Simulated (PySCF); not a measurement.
C5H6N2OS.
Numbering: `[CH3:1][C:2](=[O:3])[c:4]1[n:5][n:6][c:7]([CH3:8])[s:9]1` (hydrogens: H10, H11, H12 on C1; H13, H14, H15 on C8)

Geometry (GFN2-xTB, Å), atoms numbered from 1 in this order:
```xyz
15
C5H6N2OS angstrom
C     -3.0159    0.0102    0.0967
C     -1.8937   -0.8495   -0.4061
O     -2.0402   -1.9046   -0.9754
C     -0.5536   -0.2966   -0.1468
N     -0.3125    0.8223    0.4541
N      0.9641    1.1077    0.5709
C      1.7553    0.2204    0.0646
C      3.2288    0.3192    0.0730
S      0.9029   -1.1337   -0.6457
H     -2.9565    0.9909   -0.3695
H     -2.9083    0.1538    1.1693
H     -3.9702   -0.4580   -0.1282
H      3.5213    1.2402    0.5700
H      3.6616   -0.5317    0.5974
H      3.6125    0.3176   -0.9463
```

Computed with TDDFT PBE0/def2-SVPD, vertical, gas phase, core orbitals frozen in the response (PySCF 2.14.0, density-fitted response routines).

Transition dipole moments from the ground state, in atomic units and in the frame of the coordinates above (overall signs are arbitrary), for the states with f of 0.002 or more among the lowest 8:

```json
{"state": "S3", "E (hartree)": "0.1891", "μx": "-1.329", "μy": "-0.449", "μz": "-0.203"}
{"state": "S4", "E (hartree)": "0.1984", "μx": "0.194", "μy": "-0.221", "μz": "-0.126"}
{"state": "S6", "E (hartree)": "0.2167", "μx": "-0.004", "μy": "0.076", "μz": "-0.140"}
{"state": "S8", "E (hartree)": "0.2379", "μx": "-0.303", "μy": "-0.184", "μz": "-0.091"}
```

(1) What oscillator strength does each state have?

(2) The point group is Cs. Which irreducible representation does each state belong to?

(3) What angle do the transition dipoles of S3 and S4 make?

(4) What peak molar absorption coefficient would the strongest computed level give as a lone Gaussian band 0.4 eV wide at half height?

Answers

(1) f = (2/3) ΔE |μ|² with ΔE in hartree (27.2114 eV).

| state | \|μ\|² (au) | \|μ\| (D) | f |
| --- | --- | --- | --- |
| S3 | 2.010 | 3.60 | 0.253 |
| S4 | 0.102 | 0.81 | 0.014 |
| S6 | 0.025 | 0.41 | 0.004 |
| S8 | 0.134 | 0.93 | 0.021 |

(2) Polarised normal to the mirror plane, so A″: S6. Polarised in the mirror plane, so A′: S3, S4 and S8.

(3) |cos θ| = |μa·μb| / (|μa| |μb|) = 0.29, so θ ≈ 73° (taken between 0 and 90°, since the signs are arbitrary).

(4) ε(max) = 2.175×10⁸ f / FWHM, with the width in cm⁻¹. S3: 2.175×10⁸ × 0.2533 / 3226 ≈ 17000 L mol⁻¹ cm⁻¹.

One conformer stands for the species.
